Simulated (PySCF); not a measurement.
A calculated (B3LYP, PySCF 2.14, ANO-RCC-VTZP, the spin-free X2C one-electron Hamiltonian (Gaussian nucleus)) atom or ion has these occupied shells.

```tsv
shell	electrons	orbital energy (eV)	rms radius, mean of both spins (bohr)
1s α	1	-4920.3	0.0804
1s β	1	-4920.2	0.0804
2s α	1	-571.43	0.353
2s β	1	-571.01	0.353
2p α	3	-476.68	0.322
2p β	3	-476.33	0.322
3s α	1	-89.029	1.07
3s β	1	-87.708	1.07
3p α	3	-63.723	1.15
3p β	3	-62.382	1.15
3d α	1	-27.534	1.46
4s α	1	-20.286	3.01
```

Name the element and its charge.

Ti²⁺ (titanium, charge +2), in [Ar] 3d1 4s1, high-spin 3D determinant (an excited configuration).
